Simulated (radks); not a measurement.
Results of a calculation; reference values are marked as such.
Ionisation of the indium ion In2+, [Kr] 4d10 5s1, to In3+, [Kr] 4d10, under several functionals. Scalar-relativistic Kohn-Sham, spin-polarised, spherical densities, finite nucleus; open shells are filled with parallel spins first (spin-orbit coupling, left out, can overturn this in heavy ions); a radial shooting solver on a logarithmic mesh with Libxc functionals.

functional         E(In2+) (hartree)  Exc (hartree)  IE (eV)  -e(HOMO) (eV)  <r> HOMO (bohr)  IE error (eV)
PW91                     -5881.47611     -159.95168   28.676         24.262            2.333         +0.632
exchange-only PBE        -5878.06768     -156.48934   27.990         23.526            2.367         -0.054
HCTH/407                 -5884.35866     -163.04207   28.341         24.059            2.309         +0.297
XLYP                     -5881.74026     -160.20089   28.788         24.213            2.339         +0.744
PBEsol                   -5877.92317     -156.36186   28.566         24.223            2.325         +0.522
RPBE                     -5880.93132     -159.40727   28.396         23.989            2.341         +0.352
BP86                     -5881.67761     -160.15081   28.661         24.344            2.321         +0.616

NIST Atomic Spectra Database: 28.044 eV (measured). Closest: exchange-only PBE. The Delta-SCF values span 0.80 eV, the total energies 6.44 hartree. The highest occupied level is 5s.
